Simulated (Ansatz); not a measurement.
Mulliken charges of CH$_{5}$NZn, SMILES `C[NH][ZnH]` from ωB97M-V/def2-TZVPP in Ansatz (PBE0-D4/def2-TZVP geometry).

```
atom   x (Å)   y (Å)   z (Å)  charge (e)
  C1  -0.679   0.810  -0.195      -0.204
  N2   0.576   0.131   0.024      -0.336
 Zn3   0.861  -1.632   0.318       0.234
  H4  -0.728   1.307  -1.174       0.106
  H5  -1.511   0.102  -0.164       0.084
  H6  -0.889   1.572   0.569       0.106
  H7   1.358   0.766   0.000       0.094
  H8   1.104  -3.113   0.566      -0.084
```

Q: By hand: the dipole of these point charges (1 e Å = 4.8032 D).

A: Σ q r = (-0.117, 0.056, -0.019) e Å, of length 0.131 e Å = 0.63 D.

Q: How does the dipole of the full density compare? (An estimate is asked.)

A: Computed: (0.030, 0.115, -0.015) e Å, 0.58 D; the point charges give 1.09 times that, at 78° from its direction.

Point charges leave out the atoms' own dipoles, such as those of lone pairs, and Mulliken's split depends on the basis, so the two needn't agree.
